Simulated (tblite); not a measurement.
Parent: `[CH3:1][SiH2:2][CH2:3][C@@H:4]([SiH3:5])[CH2:6][F:7]` with C1–Si2–C3–C4 48°, Si2–C3–C4–Si5 65°, C3–C4–C6–F7 -72°, C4H13FSi2.

The geometries are computed with GFN2-xTB (gas phase). One conformer each, not checked by frequencies here.

| coordinate of the parent | value |
| --- | --- |
| C1–Si2 | 1.899 Å |
| Si2–C3 | 1.905 Å |
| C3–C4 | 1.531 Å |
| C4–Si5 | 1.915 Å |
| C4–C6 | 1.523 Å |
| C6–F7 | 1.378 Å |
| C1–Si2–C3 | 109.7° |
| Si2–C3–C4 | 116.2° |
| C3–C4–Si5 | 113.6° |
| C3–C4–C6 | 110.0° |
| Si5–C4–C6 | 108.8° |
| C4–C6–F7 | 110.6° |

Q: How does the shared frame change in `[CH:1]#[C:2][SiH2:3][C@@H:4]([CH2:5][F:6])[CH2:7][SiH2:8][CH3:9]` with C2–Si3–C4–C5 177°, Si3–C4–C5–F6 59°, Si3–C4–C7–Si8 171°, C4–C7–Si8–C9 -164°, C6H13FSi2? Atoms pair as C1 = C9, Si2 = Si8, C3 = C7, C4 = C4, Si5 = Si3, C6 = C5, F7 = F6 (parent first).

A: 
| parent | relative | value in the relative | change |
| --- | --- | --- | --- |
| C1–Si2 | C9–Si8 | 1.896 Å | -0.003 |
| Si2–C3 | Si8–C7 | 1.907 Å | +0.002 |
| C3–C4 | C7–C4 | 1.532 Å | +0.001 |
| C4–Si5 | C4–Si3 | 1.919 Å | +0.004 |
| C4–C6 | C4–C5 | 1.518 Å | -0.005 |
| C6–F7 | C5–F6 | 1.378 Å | 0.000 |
| C1–Si2–C3 | C9–Si8–C7 | 108.4° | -1.3 |
| Si2–C3–C4 | Si8–C7–C4 | 115.4° | -0.8 |
| C3–C4–Si5 | C7–C4–Si3 | 110.9° | -2.7 |
| C3–C4–C6 | C7–C4–C5 | 111.2° | +1.2 |
| Si5–C4–C6 | Si3–C4–C5 | 110.4° | +1.6 |
| C4–C6–F7 | C4–C5–F6 | 110.8° | +0.2 |

Of the parent's bonds, C4–Si5 and C4–C6 change most and about equally (-0.005 to +0.004 Å). Bonds of the relative outside the shared frame: C1≡C2 1.202, C2–Si3 1.851 Å. Point group C1 → C1.
